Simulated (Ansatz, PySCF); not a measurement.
Dimer: H2O (SMILES O) (first 3 atoms) with CH3Br (SMILES CBr); geometry from B3LYP-D3(BJ)/def2-TZVP.
(charge 0, multiplicity 1):
```xyz
8

O     -0.1663     0.1574     0.8280
H      0.7565    -0.0377     1.0393
H     -0.1380     0.9528     0.2865
C      0.6659    -0.0111     4.0607
Br     2.3951    -0.1542     3.1373
H      0.7391     0.8236     4.7484
H      0.5066    -0.9455     4.5865
H     -0.0837     0.1556     3.2950
```

Basis-set superposition error: the interaction energy with monomers in their own basis, and in the dimer's basis (counterpoise).

Codes used: Ansatz (a program for electronic structure); PySCF for 6-31G* rows, M06-2X. Each number belongs to the level named beside it.

```csv
level,uncorrected (kcal/mol),counterpoise (kcal/mol),difference
HF/aug-cc-pVQZ,-1.42,-1.39,0.03
PBE/def2-TZVPPD,-3.13,-3.07,0.06
B3LYP/def2-TZVPPD,-2.32,-2.26,0.06
M06-2X/def2-TZVPPD,-3.90,-3.84,0.07
CAM-B3LYP/def2-TZVPPD,-3.06,-3.00,0.06
B2PLYP/def2-TZVPPD,-2.92,-2.73,0.19
MP2/6-31G*,-4.68,-2.32,2.36
MP2/aug-cc-pVQZ,-3.81,-3.54,0.28
CCSD/aug-cc-pVDZ,-3.74,-2.59,1.15
CCSD(T)/aug-cc-pVDZ,-4.13,-2.86,1.27
```

The error is largest for MP2/6-31G* (2.36 kcal/mol) and smallest for HF/aug-cc-pVQZ (0.03 kcal/mol).
